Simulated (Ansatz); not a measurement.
Basis-set extrapolation for C₉H₁₂S, SMILES `CCSCc1ccccc1` (PBE0-D4/def2-TZVP geometry, frozen core, Ansatz 0.2.0). Multiplicity 1, RHF reference.

```csv
,def2-TZVPP,def2-QZVPP
HF,-745.467919,-745.494116
MP2 correlation,-1.649785,-1.757727
CCSD(T) correlation,-1.797426,not run
```

Energies in hartree. Use E(X) = E(∞) + A·exp(−7.88·√X) for Hartree–Fock and E(X) = E(∞) + B·X^(−2.97) for correlation, with X = 3 and 4, and add CCSD(T) minus MP2 of the smaller set to the MP2 limit.

Question: What is the CCSD(T) energy at the basis-set limit?

Answer: HF limit: -745.494116 + (-0.026197) × 0.13774 = -745.49772. MP2 limit: -1.757727 + (-0.107942) × 0.74074 = -1.83768. Higher-order term: -1.797426 − (-1.649785) = -0.14764. Total: -747.48304 hartree, 571.6 kJ/mol below CCSD(T)/def2-TZVPP.
